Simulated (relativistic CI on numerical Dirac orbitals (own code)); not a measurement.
## Lu⁴⁺: 4d photoemission

Computed with this model: Dirac-Coulomb-Breit CI, separate exchange-only KLI orbitals for each configuration, model QED (radiative potential, 1s self-energy scaled to tabulated hydrogen-like ionisation energies), valence Slater integrals scaled by 0.9, multiplet model of photoemission in the sudden approximation; configurations [Xe] 4f13 → [Kr] 4d9 4f13 5s2 5p6; 300 K; Lorentzian 1.4 eV and Gaussian 0.6 eV FWHM. Energies are those of the free ion, without screening or charge transfer. The energies are binding energies and can lie tens of eV above those of solids. S is read from ⟨S²⟩ = S(S + 1).

Computed curve for free ion, scaled to 100 at the maximum (points under 2 are left out and the grid is thinned):

(Energy (eV), Intensity): (245.8, 2.1), (246.8, 2.8), (247.6, 3.6), (248.6, 5.6), (249.4, 8.7), (250.4, 19.3), (251.2, 48.7), (252.2, 85.2), (253.0, 71.6), (254.0, 35.4), (254.8, 23.2), (255.8, 38.9), (256.6, 50.8), (257.6, 31.4), (258.4, 17.0), (259.4, 13.9), (260.2, 19.9), (261.2, 42.6), (262.0, 86.7), (263.0, 70.5), (263.8, 32.8), (264.8, 25.3), (265.6, 16.4), (266.6, 14.6), (267.4, 24.1), (268.4, 56.3), (269.2, 55.5), (270.2, 44.6), (271.0, 39.1), (272.0, 16.3), (272.8, 10.7), (273.8, 9.8), (274.6, 9.3), (275.6, 18.1), (276.4, 42.2), (277.4, 27.1), (278.2, 10.5), (279.2, 4.7), (280.0, 3.0), (281.0, 2.1)

The ground state has S = 0.50, and the centroid lies at 262.19 eV.
